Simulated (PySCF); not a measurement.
# Stationary points of VO₂F

All numbers come from B3LYP in PySCF with V def2-SVP, O def2-SVP, F def2-SVP; no relativity; density-fitted integrals.

Relaxations began from a few typed shapes. The search is not exhaustive: other isomers or separated fragments can lie lower, and high-lying points may rest on an excited occupation.

| spin | group | bonds | angles | imaginary modes (cm⁻¹) | ΔE (kJ/mol) | ΔE with ZPE (kJ/mol) |
| --- | --- | --- | --- | --- | --- | --- |
| singlet | Cs | V–F 1.747 Å, V–O 1.572 Å (×2) | F–V–O 117.6° (×2), O–V–O 110.1° | none | 0.0 | 0.0 |
| singlet | C2v | V–F 1.755 Å, V–O 1.574 Å (×2) | F–V–O 124.0° (×2), O–V–O 112.1° | 107i | 4.6 | – |

The lowest minimum found is the singlet Cs: V–F 1.747 Å, V–O 1.572 Å (×2); F–V–O 117.6° (×2), O–V–O 110.1°.

Formally V is in oxidation state +5, d0. The polar-tensor charge on V, 2.01, is far below the formal one.
